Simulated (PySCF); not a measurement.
Positional isomers: quinoline fluoro+boryl. Gas-phase values, no solvent. One relaxed conformer stands for each flexible species; it need not be the lowest. Strings in code marks are SMILES.

The four lowest singlet excitations (Tamm–Dancoff). Calculation: PBE-D3(BJ)/def2-TZVP // B3LYP-D3(BJ)/def2-SVP (PySCF). Excitations are Tamm–Dancoff values on a coarser integration grid. The basis has no diffuse functions, so Rydberg states are missing or too high.

| state | energy (eV) | wavelength (nm) | oscillator strength |
|---|---|---|---|
| S1 | 2.94 | 421 | 0.000 |
| S2 | 3.30 | 376 | 0.043 |
| S3 | 3.91 | 317 | 0.001 |
| S4 | 3.92 | 316 | 0.013 |

Q: Identify which member gives these states.
(A) `Bc1cc(F)c2ncccc2c1`
(B) `Bc1cc(F)c2ccccc2n1`
(C) `Bc1c(F)cnc2ccccc12`
(D) `Bc1ccc(F)c2cccnc12`

A: A, `Bc1cc(F)c2ncccc2c1`
